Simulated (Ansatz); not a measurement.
Start from `BC/N=C/[SeH]` and change one atom or group to get `N=C[SeH]`.

Ansatz, PBE0-D4/def2-TZVP geometries, multiplicity 1. Each molecule was computed in one conformer, which needn't be the lowest.

Scalar relativity is left out up to krypton.

```tsv
property	`BC/N=C/[SeH]`
LUMO energy (ωB97M-V/def2-TZVPP) / eV	0.44
LUMO energy (PBE0/def2-TZVPP) / eV	-1.49
HOMO–LUMO gap (PBE0/def2-TZVPP) / eV	5.25
HOMO–LUMO gap (ωB97M-V/def2-TZVPP) / eV	9.29
size of the dipole moment (B3LYP/def2-TZVPP) / D	2.18
HOMO energy (PBE/def2-TZVPP) / eV	-5.67
```

Q: Give the same properties after the change, and the shifts. (Estimate.)

A: Ansatz gave: 
```tsv
property	`N=C[SeH]`	shift
LUMO energy (ωB97M-V/def2-TZVPP) / eV	1.69	1.25
LUMO energy (PBE0/def2-TZVPP) / eV	-0.46	1.03
HOMO–LUMO gap (PBE0/def2-TZVPP) / eV	6.57	1.32
HOMO–LUMO gap (ωB97M-V/def2-TZVPP) / eV	10.83	1.54
size of the dipole moment (B3LYP/def2-TZVPP) / D	2.53	0.35
HOMO energy (PBE/def2-TZVPP) / eV	-5.93	-0.26
```

With PBE0 the HOMO falls by 0.28 eV and the LUMO rises by 1.03 eV, so the gap widens by about 1.31 eV. PBE moves the HOMO by -0.26 eV and ωB97M-V by -0.29 eV. Dipoles are sizes alone; their direction can turn.

B3LYP here is the variant with VWN-RPA as its local correlation; programs differ in this.

Spin–orbit coupling is left out; it splits and shifts lone-pair levels of the heavy atoms by tenths of an eV.
